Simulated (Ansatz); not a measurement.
Reaction (ligand exchange at a B–C bond): `BCC=N` + `C[SiH](F)P` → `BP[SiH](C)F` + `CC=N`

Gas-phase electronic energies from Ansatz, PBE0-D4/def2-TZVP geometries. CBS: MP2 limit from def2 TZ/QZ plus the TZ coupled-cluster correction, frozen cores. Functionals use def2-TZVPP. One conformer a species, not always the lowest.

```tsv
level	ΔE (kJ/mol)
PBE-D4	-48.6
B2PLYP	-42.0
```

**Question.** What does CCSD(T)/CBS give? (Estimate.)

**Answer.** Computed: -42.8 kJ/mol. The listed levels differ from it by -5.8, 0.8 kJ/mol.

Largest T1 diagnostic among the species: 0.015.

In def2-TZVPP, CCSD(T) changes the Hartree–Fock value by −11.5 kJ/mol (the triples alone add −3.3 kJ/mol) and MP2 by −12.8 kJ/mol. From BLYP to BHLYP (50 % exact exchange), in def2-TZVPP and without D4, ΔE moves by +5.1 kJ/mol.
